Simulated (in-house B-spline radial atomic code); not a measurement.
# Solving the quasi-particle equation for 4s of the arsenic ion As³⁺

Configuration [Ar] 3d10 4s2, start Hartree-Fock; correlation leaves out the 5 deepest shells, empty levels kept to 1333.33 hartree. Computed with an all-electron radial atomic-structure program (B-spline basis): all electrons, scalar-relativistic (spin-free one-electron X2C), finite nucleus, each spin shell either full or empty, empty states to l = 9 with an (l + 1/2)⁻⁴ tail; G0W0 by contour deformation at full frequency.

At the mean-field level ε = -48.09 eV the matrix elements are Σx = -18.175 eV, v_xc = -18.175 eV and Σc(ε) = -1.864 eV, and the slope of the correlation self-energy is dΣc/dω = -0.0283. The quasi-particle energy solves E = ε + Σx − v_xc + Σc(E).

Q: What does the linearised equation give?

A: Z = 1/(1 − dΣc/dω) = 1/1.0283 = 0.9725. The first-order shift is Σx − v_xc + Σc(ε) = -18.175 − (-18.175) + (-1.864) = -1.864 eV, so E ≈ ε + Z × shift = -48.09 + 0.9725 × (-1.864) = -49.903 eV.

Q: How does that compare with the full solution and with static screening?

A: Solving the equation at full frequency dependence gives E = -49.903 eV, where Σc = -1.813 eV and the weight is 0.973; the linearised value is off by 0 meV. Leaving Z out would give -49.954 eV. Static COHSEX puts -3.456 eV in place of Σc and gives -51.546 eV, 1.64 eV deeper. The tabulated removal energy is 50.15 ± 0.06 eV (NIST, measured); the run leaves out spin-orbit coupling, Breit and QED terms.
